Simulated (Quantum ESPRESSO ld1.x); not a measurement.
Values are calculated unless marked as measured or tabulated.
Species: Ru III. Configuration: [Kr] 4d6.

Level of theory: scalar-relativistic Kohn-Sham, LDA (Slater exchange, VWN5 correlation), spin-polarised, spherical densities, point nucleus; open shells are filled with parallel spins first (ld1.x of Quantum ESPRESSO 7.5).

Energy parts (eV):
part                      energy
total                 -123143.38
kinetic                127308.20
electron-nucleus      -296348.86
Hartree                 49391.06
exchange-correlation    -3493.78

Orbitals (lengths in bohr, moments of r in powers of bohr; <r^-3> diverges for s and p1/2; r(max) is where P^2 peaks):
orbital  occ.  eigenvalue (eV)   <1/r>     <r^2>  r(max)  <r^-3>
1s up       1       -21928.670   45.82  0.001513   0.022       -
1s down     1       -21928.665   45.82  0.001513   0.022       -
2s up       1        -3171.215   10.36   0.02507   0.123       -
2s down     1        -3170.641   10.36   0.02506   0.123       -
2p up       3        -2844.262   10.05   0.01971   0.098    2996
2p down     3        -2843.812   10.05   0.01971   0.098    2997
3s up       1         -574.646   3.589    0.1864   0.362       -
3s down     1         -574.239   3.589    0.1863   0.362       -
3p up       3         -467.245   3.419    0.1895   0.356   514.4
3p down     3         -466.801   3.420    0.1893   0.356   514.4
3d up       5         -293.906   3.193    0.1771   0.301   69.36
3d down     5         -293.313   3.194    0.1768   0.301   69.37
4s up       1          -97.602   1.351     1.170   0.916       -
4s down     1          -95.022   1.356     1.164   0.908       -
4p up       3          -67.611   1.206     1.439   0.984   80.30
4p down     3          -64.914   1.211     1.435   0.976   81.10
4d up       5          -25.422  0.8775     2.742    1.19   6.192
4d down     1          -22.776  0.8676     2.869    1.19   6.085

The highest occupied level is 4d down at -22.776 eV. The density falls to 0.001 e/bohr^3 at r = 3.47 bohr. Spin moment in Bohr magnetons: 4. For comparison, the ionisation energy in NIST's Atomic Spectra Database is 28.470 eV (semi-empirical). In exact Kohn-Sham theory the highest level is minus the ionisation energy, but local and semilocal functionals leave it too shallow, through self-interaction and a potential that decays too fast; potentials with the right tail come closer. Summed over all electrons, <r^2> = 30.99 bohr^2, which gives a Langevin (diamagnetic) susceptibility term of -24.5 x 10^-6 cm^3/mol.
